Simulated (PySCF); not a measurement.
**Calculated NMR data**

- GFN2-xTB geometry
- shielding tensors at PBE0/pcSseg-1 (GIAO)
- code: PySCF 2.14.0 with density-fitted response routines
- non-relativistic, a single conformation, equivalent nuclei averaged, no solvent model

References, each an isolated molecule treated in the same way: TMS for $^{1}$H, $^{13}$C. Splittings of carbon signals by F and P are missing where no couplings were computed. Where no couplings were computed, multiplicities follow the n + 1 count of equivalent neighbours, and m marks all less simple cases (inequivalent or close neighbours, rings, F or P nearby). Shifts are as computed. Against solution values, carbons near 30 ppm lie about +3 ppm off and those near 130 ppm about +5 ppm. Of 1211 compounds with measured shifts, 218 miss one by over three times the rms of a fit or turn the order of signals round; such compounds aren't used in these exercises.

**1.** `InChI=1S/C3HF7/c4-1(5)2(6,7)3(8,9)10/h1H`. $^{1}$H NMR (400 MHz, computed): δ 6.30 (m, 1H). $^{13}$C{$^{1}$H} NMR (computed): δ 127.4 (C), 117.1 (CH), 116.0 (C).

**2.** SMILES C=C[C@@H]1[SiH2][C@H]1C, C5H10Si. $^{1}$H NMR (400 MHz, computed): δ 7.01 (m, 1H), 4.89 (m, 1H), 4.65 (m, 1H), 2.91 (m, 1H), 2.57 (m, 1H), 1.53 (m, 1H), 1.35 (d, 3H), 1.12 (m, 1H). $^{13}$C{$^{1}$H} NMR (computed): δ 150.0, 110.3, 24.2, 20.0, 18.0.
